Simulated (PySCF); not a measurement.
Structure problem from calculated spectra and properties.

Formula: C4H13BF2N2Si.

- 1H NMR: chemical shifts (computed TMS as zero) by class: 4.05 (2 H), 2.35 (6 H), 2.33 (2 H), 2.27 (3 H) ppm [GIAO HF/pcSseg-1]
- Triplet: lowest triplet excitation (Tamm–Dancoff): 5.37 eV [TDA CAM-B3LYP/def2-SVPD]
- Dipole: 2.10 D [CAM-B3LYP/def2-SVPD]
- 13C NMR: chemical shifts (computed TMS as zero) by class: 34.2 (2 C), 32.4 (1 C), 31.8 (1 C) ppm [GIAO HF/pcSseg-1]
- NMR, other nuclei: isotropic shieldings of nuclei other than C and H, by class: 85 (1 B), 261 (1 N), 266 (1 N), 293 (2 F), 415 (1 Si) ppm [GIAO HF/pcSseg-1]
- Polarisability: 105.1 au [CAM-B3LYP/def2-SVPD]
- Rotational structure: rotational constants A, B, C: 2.673, 0.473, 0.456 GHz [PBE0-D3(BJ)/def2-SVP]

Electronic properties: PySCF, gas phase, density fitting. Levels stand in brackets. Geometry: PBE0-D3(BJ)/def2-SVP, one conformer, isolated molecule. Each NMR value is the plain mean over a class of atoms that symmetry, rotation or inversion makes alike.

Question: Propose a structure and show how it fits.

Answer: Numbering: `[CH3:1][N:2]([CH3:3])[SiH2:4][N:5]([CH3:6])[CH2:7][B:8]([F:9])[F:10]`. 4 carbons fall into 3 classes; from least to most shielded: N-methyl carbon [C1/C3] (34.2 ppm, 2 C, up to 2.4 ppm apart in this geometry), N-methyl carbon [C6] (32.4 ppm), sp3 carbon bound to nitrogen [C7] (31.8 ppm). Hydrogen classes from least to most shielded: 2 H on an SiH2 silicon, Si4 (4.05 ppm), 6 H on 2 N-methyl carbons, C1/C3 (2.35 ppm, a mean of values up to 0.7 ppm apart in this geometry), 2 H on an sp3 carbon bound to nitrogen, C7 (2.33 ppm), 3 H on an N-methyl carbon, C6 (2.27 ppm, a mean of values up to 0.7 ppm apart in this geometry). The other shieldings belong to: 85 ppm, three-coordinate boron [B8]; 261 ppm, silicon-bound nitrogen [N2]; 266 ppm, silicon-bound nitrogen [N5]; 293 ppm, boron-bound fluorine [F9/F10]; 415 ppm, SiH2 silicon [Si4]. The optimised geometry has point group C1 and is an asymmetric top. Structure: `CN(C)[SiH2]N(C)CB(F)F`. The assignments are read from this structure; whether some other isomer fits the data as well wasn't checked.

The values belong to the conformer `[CH3:1][N:2]([CH3:3])[SiH2:4][N:5]([CH3:6])[CH2:7][B:8]([F:9])[F:10]`: C1–N2–Si4–N5 51°, N2–Si4–N5–C6 53°, Si4–N5–C7–B8 -98°, N5–C7–B8–F9 17°.
